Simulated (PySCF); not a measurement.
# [SeF7]-: fields on a plane

Method: PySCF, PBE0, basis Se def2-SVPD, F def2-SVPD (no relativity, density fitting).

The singlet minimum has Se–F 1.729 Å (×2), Se–F 1.838 Å (×5); F–Se–F 72.0° (×5), F–Se–F 90.0° (×10), F–Se–F 144.0° (×5), F–Se–F 180.0°.

The plane holds Se1 at (0.00, 0.00), F2 at (1.73, 0.00), F3 at (-1.73, 0.00), F4 at (0.00, 1.84) Å. Columns run from x = -3.75 to 4.05 Å, rows from y = 4.05 (top) to -1.95 Å, in steps of 0.3 Å. Other isomers or separated fragments may lie lower.

Give the electron localisation function (set to 0 where the density is under 0.005 e/Å³). Lower edges of the bins: '0' 0.000, '1' 0.088, '2' 0.176, '3' 0.265, '4' 0.353, '5' 0.441, '6' 0.529, '7' 0.617, '8' 0.706, '9' 0.794; top 0.88.


```
000000000000000000000000000
000000000000000000000000000
000000000000000000000000000
000000000012222100000000000
000000000234554320000000000
000000001457887541000000000
000000002589999852000000000
000000002699119962000000000
000000000489229840000000000
000011100158888510011100000
000135541014664101455310000
000247996223223226997420000
001369999631551369999631000
001479418824664288149741000
001479418824664288149741000
001369999631551369999631000
000257996223223226997520000
000135651002332001565310000
000012210000110000122100000
000000000000000000000000000
000000000000000000000000000
```

Give the electron density (e/Å³) (cut at 5 e/Å³). Every second row and column.


```
0.00 0.00 0.00 0.00 0.00 0.00 0.00 0.00 0.00 0.00 0.00 0.00 0.00 0.00
0.00 0.00 0.00 0.00 0.00 0.00 0.01 0.01 0.00 0.00 0.00 0.00 0.00 0.00
0.00 0.00 0.00 0.00 0.01 0.05 0.15 0.10 0.02 0.00 0.00 0.00 0.00 0.00
0.00 0.00 0.00 0.00 0.03 0.45 4.47 1.85 0.11 0.01 0.00 0.00 0.00 0.00
0.00 0.00 0.00 0.01 0.05 0.78 5.00 3.82 0.17 0.02 0.01 0.00 0.00 0.00
0.00 0.00 0.04 0.15 0.15 0.28 1.06 0.62 0.15 0.17 0.08 0.01 0.00 0.00
0.00 0.01 0.25 3.55 2.25 0.71 5.00 1.60 0.85 4.58 1.14 0.06 0.00 0.00
0.00 0.02 0.43 5.00 5.00 1.10 5.00 5.00 1.61 5.00 2.54 0.08 0.00 0.00
0.00 0.01 0.10 0.71 0.55 0.37 0.92 0.62 0.32 0.86 0.31 0.03 0.00 0.00
0.00 0.00 0.01 0.04 0.05 0.12 0.33 0.23 0.06 0.04 0.02 0.00 0.00 0.00
0.00 0.00 0.00 0.00 0.01 0.06 0.16 0.12 0.03 0.00 0.00 0.00 0.00 0.00
```

The lowest empty level of this anion is unbound, so it and the gap depend on the basis.
